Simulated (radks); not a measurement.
Problem. W, 74 electrons, occupied as [Xe] 4f14 5d4 6s2. Calculated with a radial shooting solver on a logarithmic mesh with Libxc functionals: Dirac Kohn-Sham, PW91, spin-unpolarised, spherical densities, point nucleus; open shells are shared between the two j in proportion to 2j + 1. Some entries of the table are withheld. Estimate them.

orbital  occ.  eigenvalue (hartree)  <r^2> (bohr^2)  <r> (bohr)
1s1/2       2             -2550.616       0.0004628     0.01834
2s1/2       2             -439.9255        0.007060     0.07693
2p1/2       2             -420.6670        0.005041     0.06365
2p3/2       4             -370.9353        0.006242     0.07161
3s1/2       2             -101.3091             (1)      0.2005
3p1/2       2             -92.73868         0.04232      0.1905
3p3/2       4             -81.98509         0.04891      0.2053
3d3/2       4             -67.56555         0.03792      0.1797
3d5/2       6             -65.22733         0.03972      0.1842
4s1/2       2             -20.89732          0.2282      0.4494
4p1/2       2             -17.34421          0.2354      0.4546
4p3/2       4             -14.85127          0.2709      0.4878
4d3/2       4              -9.01911          0.2955      0.5047
4d5/2       6              -8.55989          0.3089      0.5162
5s1/2       2              -2.90170           1.282       1.068
5p1/2       2              -1.85010             (2)       1.177
5p3/2       4              -1.48861             (3)       1.282
4f5/2       6              -1.26516          0.4566      0.6029
4f7/2       8              -1.18289          0.4723      0.6126
6s1/2       2              -0.21212           11.52       3.172
5d3/2     1.6              -0.18320           4.975       2.017
5d5/2     2.4              -0.15641           5.512       2.117

Solution. 
(1) 3s1/2 <r^2> (bohr^2): 0.04612
(2) 5p1/2 <r^2> (bohr^2): 1.572
(3) 5p3/2 <r^2> (bohr^2): 1.867
